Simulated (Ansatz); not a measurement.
```yaml
crystal:
  periodic: [false, false, false]
  atoms:
    - {symbol: F, position_ang: [-1.455477, -0.233736, 0.778659]}
    - {symbol: Ge, position_ang: [0.014007, 0.509372, 0.211967]}
    - {symbol: I, position_ang: [1.798468, -1.255869, 0.249113]}
    - {symbol: H, position_ang: [-0.301398, 0.920033, -1.260038]}
basis:
  gaussian: {orbitals: def2-TZVP}
magnetization: {spin_polarized: true, initial_magnetization: 3}
hamiltonian: {xc: {name: PBE0}, dispersion: d4}
correlation: {electrons: all}
output: {forces: true}
```

```sh
$ ansatz run in.yaml --threads 4 --pin off --events-out ev --progress --plain --max-ram 10444MiB
```

Question: How does Ansatz answer? (Best estimate.)

Answer: The calculation gave: The program refused the input.
```
Error: invalid value for `correlation`: name a method or an active space
```
